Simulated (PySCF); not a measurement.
Structure problem from calculated spectra and properties.

Elements present: C, H, N, P and S. Monoisotopic mass: 140.9802 u.

| Quantity | Value |
| --- | --- |
| Dipole | 4.74 D [wB97X-D/def2-SVPD] |
| 13C NMR | chemical shifts (computed TMS as zero) by class: 175.9 (1 C), 168.8 (1 C), 133.3 (1 C), 120.3 (1 C), 19.2 (1 C) ppm [GIAO PBE0/pcSseg-1] |
| Triplet | lowest triplet excitation (Tamm–Dancoff): 3.13 eV [TDA wB97X-D/def2-SVPD] |
| UV, first state | lowest singlet excitation: 4.97 eV (250 nm, f = 0.051) [TDDFT wB97X-D/def2-SVPD] |
| NMR, other nuclei | isotropic shieldings of nuclei other than C and H, by class: -60 (1 N), 56 (1 P), 156 (1 S) ppm [GIAO PBE0/pcSseg-1] |
| 1H NMR | chemical shifts (computed TMS as zero) by class: 8.53 (1 H), 3.03 (3 H) ppm [GIAO PBE0/pcSseg-1] |
| UV, strongest line | among the 8 lowest singlet transitions: S6 at 5.97 eV (208 nm, f = 0.364) [TDDFT wB97X-D/def2-SVPD] |
| Polarisability | 102.8 au [wB97X-D/def2-SVPD] |
| Rotational structure | rotational constants A, B, C: 2.217, 1.428, 0.873 GHz [GFN2-xTB] |

The electronic properties come from PySCF, for the isolated species, density fitting. Levels stand in brackets. Geometry: GFN2-xTB; no solvent, vibrations or thermal averaging. NMR classes are plain means over equivalent atoms (diastereotopic ones count apart unless rotation or inversion swaps them), as if these changed places fast.

**Question.** Which formula fits the mass and the elements?

**Answer.** C5H4NPS (calculated 140.9802). No other formula that holds each of these elements comes within 0.0003 u with a fitting electron parity and a possible valence count.

**Question.** Give a SMILES that accounts for the data.

**Answer.** Numbering: `[CH3:1][c:2]1[s:3][cH:4][p:5][c:6]1[C:7]#[N:8]`. 5 carbons fall into 5 classes; from least to most shielded: substituted aromatic carbon [C2] (175.9 ppm), aromatic CH next to a ring sulfur [C4] (168.8 ppm), substituted aromatic carbon [C6] (133.3 ppm), nitrile carbon [C7] (120.3 ppm), benzylic-type carbon [C1] (19.2 ppm). Hydrogen classes from least to most shielded: 1 H on an aromatic CH next to a ring sulfur, C4 (8.53 ppm), 3 H on a benzylic-type carbon, C1 (3.03 ppm). The other shieldings belong to: -60 ppm, nitrile nitrogen [N8]; 56 ppm, phosphorus bonded to 2 C [P5]; 156 ppm, thiophene-type sulfur [S3]. By its constants the optimised geometry is an asymmetric top. Structure: `Cc1scpc1C#N`. Computed isomers that give other values at the same levels: `Cc1pcsc1C#N` (13C chemical shifts (computed TMS as zero) by class: 183.2 (1 C), 176.3 (1 C), 126.9 (1 C), 117.9 (1 C), 20.4 (1 C) ppm); `Cc1cpc(C#N)s1` (13C chemical shifts (computed TMS as zero) by class: 169.4 (1 C), 154.8 (1 C), 151.5 (1 C), 120.1 (1 C), 21.0 (1 C) ppm). The assignments are read from this structure; whether some other isomer fits the data as well wasn't checked.
